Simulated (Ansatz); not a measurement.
## Worked example: CBr3Cl + InH2(CH3) → CHBr2Cl + InH(CH3)Br

Species: CBr3Cl (tribromochloromethane) `ClC(Br)(Br)Br`, singlet; InH2(CH3), singlet; CHBr2Cl `ClC(Br)Br`, singlet; InH(CH3)Br, singlet. The partners trade Br for H: C–Br and In–H bonds give way to C–H and In–Br.

Shapes, held fixed at every level: PBE0-D4/def2-TZVP. Programs: Ansatz 0.2.0. Electronic energies: no zero-point or thermal term.

At CCSD(T)/def2-TZVPP; 1 Eh = 2625.50 kJ/mol:

| species | energy (Eh) |
| --- | --- |
| CBr3Cl | -8215.852657 |
| InH2(CH3) | -230.488388 |
| CHBr2Cl | -5643.761197 |
| InH(CH3)Br | -2802.675883 |

Question: Work out ΔE of the reaction at this level.

Answer: 
1. Products less reactants: (-5643.761197) + (-2802.675883) − [(-8215.852657) + (-230.488388)] = -0.096035 Eh = -252.1 kJ/mol.

Other levels give -265.9 (r2SCAN0-D4/def2-TZVPP) to -234.3 kJ/mol (SPW92/def2-TZVPP). No measured value is set beside it here. For atoms past krypton def2 sets carry core potentials with scalar relativity. Relativity is left out for Br. Outer-core shells of Br, In are correlated in most correlated rows, in sets that cover them unevenly.
